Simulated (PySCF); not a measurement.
## Correlation energy of Rh (rhodium, neutral)

[Kr] 4d7 5s2, high-spin 4F determinant (an excited configuration). Computed with PySCF 2.14 in x2c-TZVPPall with one added diffuse shell each of s, p, d, f type (9s7p7d3f1g, 95 functions), with the spin-free X2C one-electron Hamiltonian (Gaussian nucleus). Frozen: [Ar] 3d10; 17 electrons correlated.

```
  level  correlation energy (mhartree)
   CCSD                        -530.39
    (T)                         -17.78
CCSD(T)                        -548.17
```

Diagnostics: T1 = 0.019, D1 = 0.0875, largest double amplitude 0.056.

Cost of the coupled-cluster step: roughly 90 core-seconds, for 17 correlated electrons.

Iterations:

```
CC2 = 0
CCSD nocc = (np.int64(10), np.int64(7)), nmo = (81, 81)
frozen orbitals [[0, 1, 2, 3, 4, 5, 6, 7, 8, 9, 10, 11, 12, 13], [0, 1, 2, 3, 4, 5, 6, 7, 8, 9, 10, 11, 12, 13]]
max_cycle = 100
direct = 0
conv_tol = 1e-08
conv_tol_normt = 1e-06
diis_space = 8
diis_start_cycle = 0
Init t2, MP2 energy = -0.534669203233155
Init E_corr(UCCSD) = -0.534669203297611
cycle = 1  E_corr(UCCSD) = -0.516673650219148  dE = 0.0179955531  norm(t1,t2) = 0.0932671
cycle = 2  E_corr(UCCSD) = -0.529179368777451  dE = -0.0125057186  norm(t1,t2) = 0.0263434
cycle = 3  E_corr(UCCSD) = -0.529099882505437  dE = 7.9486272e-05  norm(t1,t2) = 0.0139118
cycle = 4  E_corr(UCCSD) = -0.53042901208866  dE = -0.00132912958  norm(t1,t2) = 0.00488718
cycle = 5  E_corr(UCCSD) = -0.530426235437976  dE = 2.77665068e-06  norm(t1,t2) = 0.000917025
cycle = 6  E_corr(UCCSD) = -0.530368923723962  dE = 5.7311714e-05  norm(t1,t2) = 0.00045785
cycle = 7  E_corr(UCCSD) = -0.530384421309983  dE = -1.5497586e-05  norm(t1,t2) = 0.000178179
cycle = 8  E_corr(UCCSD) = -0.530389518257167  dE = -5.09694718e-06  norm(t1,t2) = 6.48527e-05
cycle = 9  E_corr(UCCSD) = -0.530387705737978  dE = 1.81251919e-06  norm(t1,t2) = 2.65152e-05
cycle = 10  E_corr(UCCSD) = -0.530387016099534  dE = 6.89638443e-07  norm(t1,t2) = 8.41304e-06
cycle = 11  E_corr(UCCSD) = -0.530387325951731  dE = -3.09852197e-07  norm(t1,t2) = 3.29689e-06
cycle = 12  E_corr(UCCSD) = -0.530387377527494  dE = -5.15757628e-08  norm(t1,t2) = 1.34663e-06
cycle = 13  E_corr(UCCSD) = -0.530387345935456  dE = 3.15920384e-08  norm(t1,t2) = 3.72568e-07
cycle = 14  E_corr(UCCSD) = -0.530387346972211  dE = -1.0367559e-09  norm(t1,t2) = 1.26754e-07
UCCSD converged
E(UCCSD) = -4781.67190078525  E_corr = -0.5303873469722115
UCCSD(T) correction = -0.0177812035439843
```

This basis was not built for core-valence correlation, so the inner-shell part is incomplete.
